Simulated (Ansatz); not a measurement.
`[SH][Ge]([SH])([Cl])[Cl]` and `[F][Ge]([SH])([Cl])[Cl]` differ in one atom or group.

Ansatz, PBE0-D4/def2-TZVP geometries, multiplicity 1. Each molecule was computed in one conformer, which needn't be the lowest.

Scalar relativity is left out up to krypton.

| property | `[SH][Ge]([SH])([Cl])[Cl]` |
| --- | --- |
| HOMO–LUMO gap (PBE0/def2-TZVPP) / eV | 6.37 |
| ideal-gas entropy at 298 K and 1 bar (rigid rotor, harmonic PBE0-D4/def2-TZVP) / J/(mol·K) | 392 |
| HOMO–LUMO gap (ωB97M-V/def2-TZVPP) / eV | 10.60 |
| HOMO energy (PBE/def2-TZVPP) / eV | -6.89 |
| HOMO energy (ωB97M-V/def2-TZVPP) / eV | -10.38 |
| size of the dipole moment (ωB97M-V/def2-TZVPP) / D | 0.36 |

Question: Give the same properties after the change, and the shifts. (Estimate.)

Answer: The calculation gave: 
```
                                                                                  property  `[F][Ge]([SH])([Cl])[Cl]`  shift
                                                      HOMO–LUMO gap (PBE0/def2-TZVPP) / eV                       6.78   0.41
ideal-gas entropy at 298 K and 1 bar (rigid rotor, harmonic PBE0-D4/def2-TZVP) / J/(mol·K)                        374    -18
                                                   HOMO–LUMO gap (ωB97M-V/def2-TZVPP) / eV                      11.07   0.47
                                                         HOMO energy (PBE/def2-TZVPP) / eV                      -7.22  -0.33
                                                     HOMO energy (ωB97M-V/def2-TZVPP) / eV                     -10.75  -0.37
                                        size of the dipole moment (ωB97M-V/def2-TZVPP) / D                       1.73   1.37
```

With PBE0 the HOMO falls by 0.36 eV and the LUMO rises by 0.05 eV, so the gap widens by about 0.41 eV. PBE moves the HOMO by -0.33 eV and ωB97M-V by -0.37 eV. The zero-point energy changes by -18.8 kJ/mol with -3 modes. Dipoles are sizes alone; their direction can turn.
